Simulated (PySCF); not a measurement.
TDDFT excited states: C6H16BN

C6H16BN.
SMILES: `[BH3-][N+](C)(C)CC1CC1`

Theory: TDDFT wB97X-D/def2-SVPD, vertical, gas phase, core orbitals frozen in the response (PySCF 2.14.0, density-fitted response routines). One conformer (not necessarily the lowest) at the PBE0-D3(BJ)/def2-SVP geometry, without solvent, vibrations or thermal averaging. Torsions of this conformer, `[BH3-:1][N+:2]([CH3:3])([CH3:4])[CH2:5][CH:6]1[CH2:7][CH2:8]1`: B1–N2–C5–C6 -179°, N2–C5–C6–C7 88°.

```tsv
state	λ (nm)	E (eV)	f	|μ| (D)	main configurations (H = HOMO, L = LUMO)
S1	159.7	7.76	0.066	1.50	H→L (45%), H-1→L (14%), H→L+3 (13%)
S2	159.5	7.77	0.064	1.48	H-1→L (45%), H-1→L+3 (17%), H→L (16%)
S3	146.4	8.47	0.0052	0.40	H-3→L (38%), H-2→L (18%), H-3→L+1 (11%)
S4	145.7	8.51	0.016	0.71	H→L+4 (62%)
S5	145.4	8.52	0.0090	0.53	H-1→L+4 (64%)
S6	143.9	8.62	0.0036	0.33	H-2→L (31%), H-3→L (21%)
S7	141.5	8.76	0.0048	0.38	H-1→L+1 (29%), H-1→L+2 (15%)
S8	140.6	8.82	0.0004	0.11	H→L+1 (39%), H-1→L+1 (14%)
S9	139.4	8.89	0.0031	0.30	H-1→L+2 (26%), H-3→L+1 (8%)
S10	138.8	8.93	0.0083	0.50	H-3→L+1 (37%), H-3→L+2 (11%), H-1→L+1 (10%)
```

Triplets, Tamm–Dancoff:

| state | E (eV) | λ (nm) | main configurations (H = HOMO, L = LUMO) |
| --- | --- | --- | --- |
| T1 | 7.65 | 162.0 | H→L (54%), H→L+3 (19%), H→L+1 (10%) |
| T2 | 7.66 | 161.8 | H-1→L (52%), H-1→L+3 (22%) |
| T3 | 8.32 | 149.0 | H-3→L (37%), H-2→L (14%), H-3→L+1 (10%) |
| T4 | 8.33 | 148.8 | H→L+4 (66%) |

The lowest singlet comes at 160 nm (749 kJ/mol) in the vacuum ultraviolet; it is of moderate strength; its leading configuration is HOMO→LUMO (45%). The largest oscillator strength of a single state is 0.066. S1/S2 lie within about 0.01 eV of each other. Löwdin shares by element: HOMO (one of a set within 0.03 eV) hydrogen 46% or more, boron 40%; LUMO carbon 16% or more, boron 13%, hydrogen 7% or more (atoms not listed hold the other 63%). The oscillator strengths of these states sum to 0.181; summed over the whole spectrum of an exact calculation they would give the number of electrons, 64 (Thomas–Reiche–Kuhn). Weighted by f, the mean energy of these states is 8.01 eV. Of the 10 states listed, 3 reach f = 0.01 and 1 stays under 0.0005. The vertical ionisation energy (ΔSCF) is 9.98 eV, 1.05 eV above S10. The window holds the lowest 10 singlets.
